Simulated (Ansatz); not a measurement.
Two members of one family (BAs nanocrystals, H-capped) that differ in charge, which shifts all levels, computed with Ansatz in the gas phase. Levels of anions in sets without diffuse functions are rough. The structures are stationary points that may keep the symmetry of their start.

First: B5As5H18, cut from wurtzite, disc (singlet, charge 0, PBE-D4/def2-SVP geometry).

```xyz
28

As   -0.6087    3.2682   -1.0389
B     0.2854    1.7217   -2.0495
As   -0.1252   -0.0306   -1.0402
B     0.6606   -1.6857   -1.9925
As    0.1198   -3.3545   -0.9291
B    -0.1663    3.5353    0.9527
As   -0.4159    1.6999    1.8476
B     0.4319    0.0632    0.9530
As   -0.0437   -1.6880    1.9045
B     0.6014   -3.4539    1.0684
H    -0.3453    4.5947   -1.7405
H    -2.1253    3.2174   -1.2153
H    -0.1525    1.6461   -3.1871
H     1.4933    1.8986   -1.9576
H    -1.6506   -0.1984   -0.9936
H     0.2209   -1.7439   -3.1301
H     1.8777   -1.5917   -1.8994
H    -1.3710   -3.6409   -1.1018
H     0.6685   -4.6142   -1.5874
H    -0.8979    4.3549    1.4852
H     1.0334    3.7660    1.0166
H    -1.8950    1.3981    2.0785
H     0.0262    1.7735    3.3054
H     1.6460    0.1969    0.9919
H    -1.5539   -1.7067    2.1298
H     0.3985   -1.6158    3.3619
H     1.8232   -3.4155    1.1366
H     0.0646   -4.3945    1.6309
```

```csv
level,HOMO (eV),LUMO (eV),gap (eV)
PBE-D4/def2-SVP,-6.34,-1.26,5.08
B3LYP-D4/6-31G,-7.12,-0.24,6.89
PBE0-D4/def2-SVP,-7.39,-0.47,6.92
```

Second: B6As5H18⁻, cut from wurtzite (singlet, charge -1, PBE-D4/def2-SVP geometry).

Cartesian coordinates in Å:
```
B 1.8733 1.6040 -0.6934
As -0.1208 1.9357 -0.2370
As -0.1738 -0.5430 -2.4921
B -1.3771 0.7341 -1.4077
B -0.5737 1.7530 1.7762
As -2.5233 -0.3980 -0.1211
As 2.1703 -0.3873 -0.1807
B 1.2882 -1.6635 -1.5702
B 1.7712 -0.8166 1.8043
As -0.1795 -0.2440 2.1906
B -1.6535 -1.4844 1.3973
H 2.0610 1.7672 -1.8998
H 2.5472 2.3301 0.0308
H -0.4916 3.3514 -0.6894
H 0.3883 0.3091 -3.6239
H -1.0922 -1.4267 -3.3466
H -2.1008 1.3660 -2.1636
H 0.2006 2.4737 2.4001
H -1.7656 2.0010 1.9641
H -3.5937 0.5544 0.3985
H -3.4420 -1.2806 -0.9766
H 3.6702 -0.6280 -0.3620
H 2.0756 -2.0124 -2.4448
H 0.7005 -2.5875 -1.0208
H 2.5020 -0.0983 2.4848
H 1.9018 -2.0215 2.0065
H -0.3594 -0.3826 3.7041
H -1.1660 -2.4711 0.8614
H -2.5371 -1.7340 2.2111
```

Q: Estimate the same table for the second.

A: 
```json
{"level": "PBE-D4/def2-SVP", "HOMO (eV)": "-2.38", "LUMO (eV)": "2.05", "gap (eV)": "4.43"}
{"level": "B3LYP-D4/6-31G", "HOMO (eV)": "-3.16", "LUMO (eV)": "3.12", "gap (eV)": "6.29"}
{"level": "PBE0-D4/def2-SVP", "HOMO (eV)": "-3.48", "LUMO (eV)": "2.81", "gap (eV)": "6.30"}
```
